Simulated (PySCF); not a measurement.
# Partial charges of `CP(CO)c1ccco1`

Compound: C6H9O2P.
Cartesian coordinates in Å at the GFN2-xTB level; atoms count from 1:
```
atom  x, y, z in Å
C1    -1.307    1.772    0.643
P2    -1.171   -0.021    1.079
C3    -2.053   -0.723   -0.428
O4    -1.595   -0.223   -1.652
C5     0.530   -0.288    0.494
C6     1.708    0.339    0.796
C7     2.728   -0.400    0.153
C8     2.106   -1.431   -0.477
O9     0.777   -1.378   -0.274
H10   -2.301    2.120    0.917
H11   -0.569    2.335    1.210
H12   -1.150    1.912   -0.425
H13   -3.105   -0.435   -0.343
H14   -1.991   -1.819   -0.384
H15   -0.698   -0.549   -1.793
H16    1.829    1.219    1.394
H17    3.778   -0.190    0.162
H18    2.475   -2.232   -1.085
```

Density: PBE0/pcSseg-1 (PySCF); schemes: Mulliken, IAO, Hirshfeld and ESP-fitted. The structure is a single GFN2-xTB conformer in the gas phase; no vibrational or solvent corrections.

Question: What partial charge does each atom carry?

Answer: In e; atoms taken as equivalent share a row and are averaged (×n: the atom named and its like, n in all):

| atom | environment | Mulliken | IAO | Hirshfeld | ESP-fitted |
| --- | --- | --- | --- | --- | --- |
| C1 | sp3 carbon bound to phosphorus | -0.462 | -0.607 | -0.168 | -0.072 |
| P2 | phosphine phosphorus | +0.375 | +0.486 | +0.133 | -0.370 |
| C3 | carbinol carbon (C–OH) | -0.125 | -0.223 | -0.044 | +0.081 |
| O4 | alcohol oxygen | -0.443 | -0.538 | -0.221 | -0.594 |
| C5 | substituted aromatic carbon | -0.061 | -0.056 | -0.001 | +0.491 |
| C6 | aromatic CH carbon | -0.136 | -0.222 | -0.090 | -0.516 |
| C7 | aromatic CH carbon | -0.153 | -0.216 | -0.087 | -0.151 |
| C8 | aromatic CH next to a ring oxygen | +0.148 | -0.008 | +0.002 | -0.222 |
| O9 | furan-type oxygen | -0.402 | -0.241 | -0.050 | -0.100 |
| H10/H11/H12 | methyl hydrogen | +0.148 | +0.157 | +0.041 | +0.058 |
| H13/H14 | methylene hydrogen | +0.144 | +0.148 | +0.041 | +0.103 |
| H15 | hydroxyl hydrogen | +0.246 | +0.351 | +0.142 | +0.398 |
| H16 | aromatic hydrogen | +0.085 | +0.165 | +0.058 | +0.284 |
| H17 | aromatic hydrogen | +0.093 | +0.169 | +0.059 | +0.185 |
| H18 | aromatic hydrogen | +0.102 | +0.173 | +0.063 | +0.203 |

Mean size of the charges over all atoms: IAO 0.235 e, ESP-fitted 0.225 e, Mulliken 0.198 e, Hirshfeld 0.073 e. Each set sums to the total charge, 0, to within 0.001 e. The Hirshfeld scheme weights the molecular density at each point by an atom's share of the summed free-atom densities.

Some averages cover members that differ in this geometry: H13/H14, ESP-fitted +0.040 to +0.166; H10/H11/H12, ESP-fitted +0.029 to +0.112 e.

Lowest charge. The schemes don't all agree: Mulliken C1 (-0.462); IAO C1 (-0.607); Hirshfeld O4 (-0.221); ESP-fitted O4 (-0.594).

Highest charge. The schemes don't all agree: Mulliken P2 (+0.375); IAO P2 (+0.486); Hirshfeld H15 (+0.142); ESP-fitted C5 (+0.491).

Question: Sum the charges by element, for elements with more than one atom.

Answer: 
```tsv
element	atoms	Mulliken	IAO	Hirshfeld	ESP-fitted
C	6	-0.789	-1.332	-0.388	-0.388
O	2	-0.846	-0.779	-0.271	-0.694
H	9	+1.260	+1.625	+0.526	+1.452
```

Question: How many electrons does the IAO scheme count on C6?

Answer: Z − q = 6 − (-0.222) = 6.222.

These values come from a run that also computed NMR shieldings. Time: 44 s wall; peak memory 0.85 GiB. Hardware: an Arm Neoverse V1 with one thread, no GPU, on a shared host.
